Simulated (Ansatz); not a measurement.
```yaml
crystal:
  periodic: [false, false, false]
  atoms:
    - {symbol: Re, position_ang: [0.189260, 0.249853, -0.241721]}
    - {symbol: O, position_ang: [1.269087, -0.795740, 0.201562]}
    - {symbol: O, position_ang: [-1.287361, 0.297557, 0.214902]}
basis:
  gaussian: {orbitals: def2-SVP}
total_charge: 1
hamiltonian: {xc: {name: PBE0}, dispersion: d3bjatm}
scf: {omitted_lower_state_checks: [starts]}
output: {forces: true}
```

```sh
$ ansatz run in.yaml --threads 2 --pin off --events-out ev --progress --plain --max-ram 4352MiB
```

Output, abridged:

```
Functional definition: PBE0
569 factors; integrals over basis functions are off by at most 1.0e-3 eV
mean field evaluation 1: about -6182.6208 eV, gradient 1.1e2 eV
mean field evaluation 2: about -5968.0749 eV, gradient 3.0e2 eV
mean field evaluation 4: about -6203.6511 eV, gradient 2.1e1 eV
mean field evaluation 8: about -6204.4549 eV, gradient 3.3e-1 eV
mean field evaluation 16: about -6204.4566 eV, gradient 2.4e-4 eV
mean field -6204.45662310 eV, -228.0095753673 hartree, gradient 4.7e-5 eV, S^2 0.000000; 0 other end points of the search recorded, 0 dependent functions left out
reference -6204.45665916 eV, -228.0095766922 hartree; 15, 15 occupied and 45, 45 virtual orbitals, 569 factors
Total energy: -6204.49571457 eV, -228.0110119521 hartree
Atom 0 at     0.189260     0.249853    -0.241721 Å, force     5.960952     9.491191    -9.289855 eV/Å
Atom 1 at     1.269087    -0.795740     0.201562 Å, force     4.373579    -7.463823     4.278336 eV/Å
Atom 2 at    -1.287361     0.297557     0.214902 Å, force   -10.334531    -2.027368     5.011519 eV/Å
Dipole moment:     0.215922     0.580144    -0.518247 e Å
Checks for a lower state left out: starts
```

Hardware: 2 threads of Intel Xeon Platinum 8375C on a shared host. Wall time 0.9 s.

In the def2 sets Re takes a core potential; there is no spin–orbit coupling. The restricted singlet is unstable towards broken spin symmetry at other levels; at RKS PBE0-D3(BJ)-ATM/def2-SVP this wasn't settled.

The dipole of an ion depends on the origin.
